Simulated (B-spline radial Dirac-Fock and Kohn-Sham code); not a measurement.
## Compton profile of Hg⁶²⁺

System: the Hg⁶²⁺ ion, configuration [Ne] 3s2 3p6.

Input file task.json (cfg lists n, l and occupation; rrms is the nuclear radius in fm):

```json
{"items": [{
  "Z": 80,
  "q": 62,
  "cfg": [[1, 0, 2], [2, 0, 2], [2, 1, 6], [3, 0, 2], [3, 1, 6]],
  "A": 202,
  "rrms": 5.4648,
  "do": ["scatter"],
  "s": [0.0, 0.06, 0.08, 0.1, 0.13, 0.16, 0.2, 0.25, 0.31, 0.39, 0.49, 0.61, 0.76, 0.95, 1.19, 1.49, 1.87, 2.34, 2.93, 3.67, 4.6, 5.76, 7.21],
  "pz": [0, 0.1, 0.14, 0.2, 0.28, 0.4, 0.57, 0.81, 1.1, 1.6, 2.3, 3.3, 4.6, 6.6, 9.3, 13.0, 19.0, 26.0, 37.0, 53.0, 75.0],
  "hv_scatter": [1000, 2000, 5000, 10000, 17479.3, 20000, 30000, 200000]
}]}
```

Launch: `python xray_run.py task.json out`

The computed values come from an atomic code on a B-spline grid: the impulse approximation on relativistic Hartree-Fock (Dirac-Fock) wave functions, averaged over the configuration. pz is in atomic units of momentum; subshell profiles are per electron, for a selection of subshells; open shells are spread over both j values by their weights.

```
  pz   J total   J 2s1/2   J 2p3/2   J 3p3/2
   0    0.5518    0.0320    0.0176    0.0407
0.81    0.5499    0.0319    0.0176    0.0407
 1.1    0.5483    0.0319    0.0176    0.0407
 1.6    0.5443    0.0317    0.0176    0.0406
 2.3    0.5362    0.0313    0.0176    0.0405
 3.3    0.5197    0.0306    0.0176    0.0401
 4.6    0.4903    0.0293    0.0176    0.0388
 6.6    0.4309    0.0267    0.0174    0.0346
 9.3    0.3389    0.0223    0.0171    0.0252
  13    0.2305    0.0160    0.0160    0.0120
  19    0.1374   0.00769    0.0130   0.00289
  26   0.08998   0.00271   0.00871   0.00209
  37   0.04680  0.000876   0.00380   0.00141
  53   0.01912  0.000783  0.000997  0.000403
  75  0.007156  0.000494  0.000178  6.88e-05
```

J(0) = 0.5518. The 3p3/2 subshell gives the largest part, 29 %.

Mean momentum ⟨p⟩ by subshell (a.u.): 1s1/2 87.0, 2s1/2 31.4, 2p1/2 41.1, 2p3/2 35.5, 3s1/2 17.2, 3p1/2 20.3, 3p3/2 18.8.
